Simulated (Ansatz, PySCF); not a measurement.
C₄H₇FSi, SMILES C#CC[Si@@H](C)F. Atoms are numbered in the order given.

```xyz
13

C      2.4009     0.5518     1.2447
C      1.7475    -0.1469     0.5005
C      0.9104    -0.9469    -0.3718
Si    -0.8495    -0.2724    -0.4914
C     -1.5561     0.1048     1.1823
F     -0.7948     1.0996    -1.3707
H      2.9964     1.1639     1.8959
H      1.3338    -0.9944    -1.3901
H      0.8514    -1.9883    -0.0071
H     -1.6792    -1.2445    -1.2609
H     -1.6545    -0.8176     1.7764
H     -0.8901     0.7924     1.7257
H     -2.5506     0.5682     1.0994
```

The structure is a stationary point at PBE0-D3(BJ)/def2-SVP. The structure was generated by enumeration; whether it is a known compound was not checked. One conformer was computed; it need not be the lowest.

Two levels are set side by side: PBE-D3(BJ)/def2-SVP (Ansatz, a program for electronic structure) and PBE0-D3(BJ)/def2-SVP (Ansatz). Each level has its own optimised geometry; the coordinates shown are those of the second. Frequencies come from the Hessian of PySCF at each geometry. Differences are taken from unrounded values.

```
quantity                            PBE0-D3(BJ)  PBE-D3(BJ)  PBE-D3(BJ) minus PBE0-D3(BJ)
----------------------------------  -----------  ----------  ----------------------------
mean bond length (Å)                      1.343       1.352                         0.010
bond C1–C2 (Å)                            1.212       1.224                         0.012
bond C2–C3 (Å)                            1.450       1.453                         0.003
bond C3–Si4 (Å)                           1.888       1.903                         0.015
bond Si4–C5 (Å)                           1.855       1.867                         0.011
bond Si4–F6 (Å)                           1.631       1.645                         0.015
bond C1–H7 (Å)                            1.074       1.080                         0.007
bond C3–H8 (Å)                            1.104       1.113                         0.009
bond C3–H9 (Å)                            1.105       1.114                         0.009
bond Si4–H10 (Å)                          1.492       1.504                         0.012
bond C5–H11 (Å)                           1.102       1.110                         0.008
bond C5–H12 (Å)                           1.101       1.109                         0.008
bond C5–H13 (Å)                           1.100       1.108                         0.008
highest harmonic wavenumber (cm⁻¹)         3491        3410                           -82
mean harmonic wavenumber (cm⁻¹)            1268        1226                           -42
zero-point energy (kcal/mol)              59.82       57.84                         -1.98
```

Exact exchange shortens and stiffens bonds; PBE has none. Differences between two approximate levels are no errors against the true value.
